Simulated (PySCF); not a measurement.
C₄H₁₂FNSi₂.
Geometry (PBE0-D3(BJ)/def2-SVP, Å), atoms numbered from 1 in this order:
```
atom  x, y, z in Å
C1     3.3395   -0.2073    0.2491
N2     2.1340   -0.1204   -0.5391
Si3    0.6374   -0.8702   -0.0853
C4    -0.6230   -0.7299   -1.5026
C5    -2.0429   -0.5640   -0.9460
C6    -2.1114    0.5445    0.0962
F7    -1.7295    1.7420   -0.5129
Si8   -0.8105    0.1567    1.4723
H9     3.4120   -1.2056    0.7100
H10    4.2372   -0.0830   -0.3798
H11    3.4013    0.5339    1.0705
H12    2.0574    0.7424   -1.0683
H13    0.9479   -2.2860    0.2936
H14   -0.5548   -1.5826   -2.1955
H15   -0.3606    0.1727   -2.0805
H16   -2.7601   -0.3518   -1.7580
H17   -2.3848   -1.4996   -0.4667
H18   -3.1428    0.6715    0.4666
H19   -0.3797    1.4119    2.1580
H20   -1.4227   -0.7677    2.4824
```

Method used: PySCF 2.14.0, density-fitted response routines, TDDFT PBE0/def2-SVPD, vertical, gas phase, core orbitals frozen in the response.

Frontier orbitals with the atoms that hold most of them (Löwdin shares over 4%, at most four atoms; ? is withheld):

```tsv
orbital	ε (eV)	atoms
LUMO+2	0.77	Si8 21%, C1 13%, Si3 10%, H19 8%
LUMO+1	0.18	Si8 25%, Si3 17%, C6 10%, C4 7%
LUMO	-0.04	Si8 23%, Si3 23%, H13 6%, C1 6%
HOMO	-6.36	?
HOMO-1	-7.90	?
HOMO-2	-8.52	Si8 19%, C4 15%, C6 13%, F7 12%
HOMO-3	-8.80	Si3 23%, H13 16%, C4 14%, C5 10%
```

Which atoms hold the HOMO, and with what shares?

N2 (bonded to C, Si and H) 39%; Si8 (bonded to C, Si and 2 H) 16%; Si3 (bonded to C, N, Si and H) 14%; C1 (bonded to N and 3 H) 7%. By element: nitrogen 39%, silicon 29%, carbon 7% or more.

Which atoms hold the HOMO-1, and with what shares?

N2 (bonded to C, Si and H) 18%; C6 (bonded to C, F, Si and H) 15%; Si8 (bonded to C, Si and 2 H) 14%; Si3 (bonded to C, N, Si and H) 12%. By element: silicon 26%, nitrogen 18%, carbon 15% or more.

How does S1 compare with the orbital gap of 6.32 eV?

S1 is at 5.08 eV (f = 0.018), 1.24 eV below the gap, made of HOMO→LUMO (97%). 

One configuration dominates each of S1 and S2. Which, and how do the shares of the two leading atoms of either orbital change from the occupied to the empty one?

- S1 (5.08 eV, f 0.018), HOMO→LUMO (97%): N2 39% → at most 6%, Si8 16% → 23%, Si3 14% → 23%
- S2 (5.43 eV, f 0.025), HOMO→LUMO+1 (95%): N2 39% → at most 8%, Si8 16% → 25%, Si3 14% → 17%

Löwdin shares depend on the basis, the more so with diffuse functions.

One conformer stands for the species.
